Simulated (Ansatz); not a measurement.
Consider the redistribution: `OB[SiH2][SiH2]F` + `OCO[SiH2]O` → `OBOCO` + `O[SiH2][SiH2][SiH2]F`.

Computed with Ansatz on PBE0-D4/def2-TZVP structures; ΔE is electronic, products minus reactants. CBS: MP2 limit from def2 TZ/QZ plus the TZ coupled-cluster correction, frozen cores. DFT in def2-TZVPP. Each species was taken in one conformer, which may not be the lowest.

`OB[SiH2][SiH2]F`:

```xyz
11

O    -0.700   -1.863   -1.070
B    -1.440   -0.762   -0.856
Si   -0.769    0.814    0.264
Si    1.532    0.510    0.597
F     1.782   -1.066    0.257
H     0.180   -1.846   -0.672
H    -2.534   -0.755   -1.348
H    -1.013    2.130   -0.390
H    -1.454    0.834    1.589
H     2.382    1.279   -0.350
H     2.033    0.726    1.978
```

`OCO[SiH2]O`:

```xyz
11

O     1.063   -0.391   -1.313
C     0.877    0.831   -0.656
O     0.428    0.664    0.655
Si   -1.018   -0.070    0.973
O    -0.988   -1.692    0.750
H     1.798   -0.848   -0.890
H     1.808    1.405   -0.605
H     0.141    1.375   -1.258
H    -2.029    0.560    0.080
H    -1.291    0.148    2.405
H    -0.787   -1.982   -0.142
```

`OBOCO`:

Cartesian coordinates in Å:
```
O -2.312 0.359 0.587
B -0.985 0.090 0.662
O -0.210 0.541 -0.356
C 1.154 0.205 -0.410
O 1.364 -0.972 -1.115
H -2.797 0.030 1.345
H -0.503 -0.503 1.591
H 1.553 0.034 0.593
H 1.661 1.056 -0.876
H 1.074 -0.838 -2.022
```

`O[SiH2][SiH2][SiH2]F`:

Cartesian coordinates in Å:
```
O -1.746 -1.165 -0.323
Si -1.601 0.479 -0.461
Si 0.394 0.984 0.653
Si 1.879 -0.756 0.154
F 3.358 -0.410 0.680
H -2.519 -1.583 -0.707
H -2.782 1.178 0.122
H -1.510 0.892 -1.891
H 0.179 1.079 2.123
H 0.927 2.284 0.160
H 1.456 -2.022 0.804
H 1.966 -0.960 -1.316
```

```csv
level,ΔE (kJ/mol)
PBE0-D4,-39.8
SCS-MP2/def2-TZVPP,-29.8
CCSD/def2-TZVPP,-32.5
CCSD/CBS(def2),-32.4
```

Problem. What does CCSD(T)/CBS give? (An estimate is asked.)

Solution. Ansatz gave: -30.9 kJ/mol. The listed levels differ from it by -8.9, 1.1, -1.6, -1.5 kJ/mol.

Largest T1 diagnostic among the species: 0.014.

In def2-TZVPP, CCSD(T) changes the Hartree–Fock value by +8.3 kJ/mol (the triples alone add +1.5 kJ/mol) and MP2 by +8.9 kJ/mol.
